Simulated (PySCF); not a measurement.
# Reading a saddle point

A first-order saddle point of SnH₅OF, singlet, PBE0-D4/def2-TZVP, with one imaginary mode of 388i cm⁻¹:

Sn1  (-0.067, -0.716, 0.484)
O2  (0.764, 0.861, -0.740)
H3  (-1.538, -1.369, -0.063)
H4  (1.197, -1.762, -0.055)
H5  (0.164, -0.354, 2.121)
H6  (-0.176, 1.365, -0.403)
F7  (-1.157, 1.268, 0.343)
H8  (0.812, 0.708, -1.687)
(Å)

PySCF 2.14 with density fitting (its default auxiliary sets; JK sets also for MP2 and CCSD(T)); basis: def2-TZVPP and def2-QZVPP; cores frozen in the correlated methods. Filled d shells of the heavier atoms are correlated. Core potentials replace the inner electrons of the atoms past krypton. The def2 sets are not built for correlating such inner shells, so the correlated values are less sure here. Extrapolation: Hartree–Fock as exp(−7.88 √X), correlation as X^−2.97.

Problem. Which contacts change along the imaginary mode, and what lies on either side? (Judge from chemistry; the calculation decides.)

Solution. Computed: The step is SnH₄O ([OH][SnH3]) + HF → SnH₃F ([F][SnH3]) + H₂O, with the molecules in contact on both sides. Shortening one way: Sn1–F7, O2–H6; lengthening the same way: Sn1–O2, H6–F7.
```json
{"pair": "Sn1–F7", "one side (Å)": "3.59", "saddle (Å)": "2.27", "other side (Å)": "1.95"}
{"pair": "O2–H6", "one side (Å)": "1.59", "saddle (Å)": "1.12", "other side (Å)": "0.97"}
{"pair": "Sn1–O2", "one side (Å)": "2.00", "saddle (Å)": "2.16", "other side (Å)": "2.99"}
{"pair": "H6–F7", "one side (Å)": "0.95", "saddle (Å)": "1.24", "other side (Å)": "1.96"}
```

Problem. Which side is lower, and how far does the saddle lie above each? (To be estimated.)

Solution. By the calculation: The side with Sn1–F7, O2–H6 short is lower by 20.2 kJ/mol; the saddle lies 66.3 kJ/mol above it and 46.2 kJ/mol above the other (CCSD(T) at an estimated basis limit (MP2 extrapolated from triple and quadruple zeta, plus CCSD(T) − MP2 in triple zeta); electronic energies).

T1 diagnostic: at most 0.014.

Steps of this kind, hydrogen fluoride cutting a network bond, underlie vapour etching and the fluorination step of atomic layer etching.

Labels in which every atom is bracketed show which atoms are joined, not bond orders.

For scale, one of the runs: CCSD(T)/def2-TZVPP, 182 basis functions, launched by `OMP_NUM_THREADS=4 python run.py`. Hardware: 4 CPU threads of an Arm Neoverse V2, shared host. Wall time 6.9 min; peak host memory 2.6 GiB.
